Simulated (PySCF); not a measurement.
Molecule: `InChI=1S/C5H7N2/c1-7-4-2-6-3-5-7/h2-5H,1H3/q+1`.

Geometry (Å), atoms numbered from 1 in this order:
```xyz
14

C     1.9275   -0.0386    0.0667
N     0.4859    0.0014    0.0243
C    -0.1706    1.1637    0.0447
C    -1.5615    1.1601   -0.0136
N    -2.2521    0.0409   -0.0876
C    -1.5906   -1.1006   -0.1051
C    -0.2030   -1.1436   -0.0500
H     2.2637   -0.7308    0.8396
H     2.3184   -0.3863   -0.8921
H     2.3346    0.9490    0.2728
H     0.3994    2.0789    0.1068
H    -2.1238    2.0835    0.0004
H    -2.1780   -2.0062   -0.1647
H     0.3495   -2.0719   -0.0644
```

Total charge +1.

Frames of a GFN2-xTB Langevin trajectory at 400 K; GIAO PBE0/pcSseg-1 shieldings in PySCF 2.14, gas phase, non-relativistic; equivalent atoms averaged within each frame.

Referencing at the same level of theory: 13C (186.93 ppm), 1H (31.72 ppm) vs TMS; NH3 for 15N (267.73 ppm). The references are static minima.

How do the shifts (ppm) fluctuate along the trajectory?

Results:


```csv
time (fs),C4/C6,C3/C7,C1,N5,N2,H12/H13,H11/H14,H8/H9/H10
optimised geometry,161.9,139.3,47.9,436.7,243.1,10.31,8.39,4.69
250,162.5,135.9,51.7,470.6,240.2,10.91,7.83,4.75
425,162.1,139.6,62.1,421.3,243.8,10.83,8.74,5.67
625,163.5,143.1,52.6,465.6,258.2,9.88,8.78,5.08
800,158.3,143.6,55.1,435.5,249.5,10.01,8.54,5.74
1000,166.1,146.0,48.7,459.1,248.8,10.56,8.86,4.81
mean of frames,162.5,141.6,54.0,450.4,248.1,10.44,8.55,5.21
standard deviation,2.8,3.9,5.1,21.1,6.8,0.47,0.42,0.47
```

5 frames give an uncertainty of the mean of about the standard deviation over 2.2 at best, since frames this close in time may not be independent; classical motion lacks zero-point vibration, and the reference would need the same averaging.
